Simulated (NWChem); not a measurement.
A series in which one site is exchanged, each optimised at PBE0/def2-SVP with NWChem, gas phase unless a solvent is named. For some, no frequency run checked for a minimum. def2 effective core potentials on Ag, I; no spin-orbit coupling.

A: [Br][Ag]<-[NH3] (AgNH₃Br; site = Br)
B: [NH3]->[Ag][I] (AgNH3I; site = I)
C: [NH3]->[Ag][Cl] (AgNH$_{3}$Cl; site = Cl)
D: [NH3]->[AgH] (AgNH$_{4}$; site = H)

Values for A:

| Property | Value |
|---|---|
| dipole (D), PBE0/def2-SVP | 9.59 |
| orbital gap (eV), PBE0/def2-SVP | 5.34 |
| vertical ionisation energy, ΔSCF, PBE0/def2-SVP (eV) | 8.71 |
| static polarisability, PBE0/def2-SVPD (bohr³) | 63.7 |
| lowest singlet excitation, PBE0/def2-SVPD, TDA (eV) | 4.31 |

Q: How do these values change for the other members?

A: 
```json
[
 {"change from A": "dipole (D), PBE0/def2-SVP", "B": "+0.10", "C": "-0.18", "D": "-2.56"},
 {"change from A": "orbital gap (eV), PBE0/def2-SVP", "B": "-0.41", "C": "+0.28", "D": "+0.14"},
 {"change from A": "vertical ionisation energy, ΔSCF, PBE0/def2-SVP (eV)", "B": "-0.52", "C": "+0.35", "D": "-0.60"},
 {"change from A": "static polarisability, PBE0/def2-SVPD (bohr³)", "B": "+16.3", "C": "-9.6", "D": "-13.0"},
 {"change from A": "lowest singlet excitation, PBE0/def2-SVPD, TDA (eV)", "B": "-0.41", "C": "+0.31", "D": "+0.18"}
]
```
